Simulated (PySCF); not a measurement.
Isomers of C7H10SSi, mass 154.027 u with the commonest isotopes. Method used: PBE0/pcSseg-1 in PySCF (dipole) on a GFN2-xTB geometry, gas phase. One conformer each, none proved a minimum here; rigid rotors.

Problem. Order these by dipole moment, smallest first.
A. `[CH3:1][C:2]([S:3][SiH3:4])=[C:5]1[CH:6]=[CH:7][CH:8]=[CH:9]1` with C1–C2–S3–Si4 135°
B. `[CH:1]#[C:2][C:3]1=[CH:4][S:5][CH2:6][SiH2:7][C@H:8]1[CH3:9]` with C3–C4–S5–C6 -3°, C4–S5–C6–Si7 32°, S5–C6–Si7–C8 -56°, C6–Si7–C8–C9 -68°
C. `[CH2:1]=[CH:2][C:3]1=[C:4]([S:5][CH3:6])[SiH2:7][CH:8]=[CH:9]1` with C1–C2–C3–C4 180°, C3–C4–S5–C6 178°

Solution. A (1.30 D), C (1.53 D), B (1.70 D).

Problem. Order these by radius of gyration √(Σ m r²/M), largest first.
A. `[CH:1]#[C:2][SiH2:3]/[C:4]([CH:5]=[CH2:6])=[CH:7]/[S:8][CH3:9]` with C2–Si3–C4–C5 -62°, Si3–C4–C5–C6 3°, C4–C7–S8–C9 180°
B. `[CH:1]#[C:2][CH2:3][S:4][SiH:5]1[CH2:6][CH:7]=[CH:8][CH2:9]1` with C2–C3–S4–Si5 -64°, C3–S4–Si5–C6 79°
C. `[CH3:1][C:2]([S:3][SiH3:4])=[C:5]1[CH:6]=[CH:7][CH:8]=[CH:9]1` with C1–C2–S3–Si4 135°
D. `[CH:1]#[C:2][C:3]1=[CH:4][S:5][CH2:6][SiH2:7][C@H:8]1[CH3:9]` with C3–C4–S5–C6 -3°, C4–S5–C6–Si7 32°, S5–C6–Si7–C8 -56°, C6–Si7–C8–C9 -68°
E. `[CH:1]#[C:2][CH2:3][C@@:4]([CH3:5])([C:6]#[CH:7])[S:8][SiH3:9]` with C2–C3–C4–C5 -62°, C3–C4–S8–Si9 180°

Solution. A (2.649 Å), E (2.360 Å), B (2.322 Å), C (2.293 Å), D (2.222 Å).

Problem. Order these by rotational constant C, smallest first.
A. `[CH:1]#[C:2][CH2:3][S:4][SiH:5]1[CH2:6][CH:7]=[CH:8][CH2:9]1` with C2–C3–S4–Si5 -64°, C3–S4–Si5–C6 79°
B. `[CH3:1][C:2]([S:3][SiH3:4])=[C:5]1[CH:6]=[CH:7][CH:8]=[CH:9]1` with C1–C2–S3–Si4 135°
C. `[CH:1]#[C:2][C:3]1=[CH:4][S:5][CH2:6][SiH2:7][C@H:8]1[CH3:9]` with C3–C4–S5–C6 -3°, C4–S5–C6–Si7 32°, S5–C6–Si7–C8 -56°, C6–Si7–C8–C9 -68°
D. `[CH:1]#[C:2][SiH2:3]/[C:4]([CH:5]=[CH2:6])=[CH:7]/[S:8][CH3:9]` with C2–Si3–C4–C5 -62°, Si3–C4–C5–C6 3°, C4–C7–S8–C9 180°

Solution. D (495.7 MHz), A (632.2 MHz), B (651.1 MHz), C (720.7 MHz).

```csv
SMILES,point group,Ia (u·Å²),Ib (u·Å²),Ic (u·Å²),κ,μa (D),μb (D),μc (D)
C#CC1=CSC[SiH2][C@H]1C,C1,297.22,522.93,701.24,-0.50,0.71,1.51,0.35
CC(S[SiH3])=C1C=CC=C1,C1,279.50,563.89,776.16,-0.58,0.52,0.01,1.20
C#CCS[SiH]1CC=CC1,C1,243.27,618.74,799.37,-0.74,0.00,0.86,0.89
C=CC1=C(SC)[SiH2]C=C1,near Cs,330.83,479.08,800.70,-0.05,1.25,0.87,0.06
C#C[SiH2]/C(C=C)=C/SC,C1,243.93,897.95,1019.60,-0.91,1.23,1.23,0.21
C#CC[C@@](C)(C#C)S[SiH3],C1,224.56,708.10,782.46,-0.92,0.10,0.84,1.18
```
